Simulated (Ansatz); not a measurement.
Stepwise reaction of `N[SiH](N)O[SiH3]` with hydrogen chloride, as a gas-phase model of exchange steps in deposition or etching. ΔE in kJ/mol.

Gas-phase electronic energies from Ansatz, PBE0-D4/def2-TZVP geometries. CCSD(T)/CBS adds triple-zeta CCSD(T) − MP2 to the extrapolated MP2 energy (def2 sets, frozen cores). This one scheme is used for every species. Functionals use def2-TZVPP. B3LYP here is the variant with VWN-RPA as its local correlation; programs differ in this. One conformer a species, not always the lowest.

```json
{"step": "2", "reaction": "`N[SiH](Cl)O[SiH3]` + HCl → `[SiH3]O[SiH](Cl)Cl` + NH₃", "PBE-D4": "-38.9", "B3LYP-D4": "-34.8", "ωB97M-V": "-35.2", "CCSD(T)/CBS": "-35.3"}
```

Give the row of step 1, `N[SiH](N)O[SiH3]` + HCl → `N[SiH](Cl)O[SiH3]` + NH₃. (An estimate is asked.)

Computed: 
```json
{"step": "1", "reaction": "`N[SiH](N)O[SiH3]` + HCl → `N[SiH](Cl)O[SiH3]` + NH₃", "PBE-D4": "-44.3", "B3LYP-D4": "-41.0", "ωB97M-V": "-41.5", "CCSD(T)/CBS": "-41.0"}
```

By hand: ΔE of the 2 steps together at CCSD(T)/CBS.

(-41.0) + (-35.3) = -76.3 kJ/mol, or -38.1 kJ/mol a step.

In ΔE each step is higher than the one before. All are downhill at CCSD(T)/CBS. PBE-D4 differs from CCSD(T)/CBS by -3.6 to -3.3 kJ/mol a step. Isolated molecules leave out the surface, adducts and barriers. Largest T1 diagnostic: 0.011.
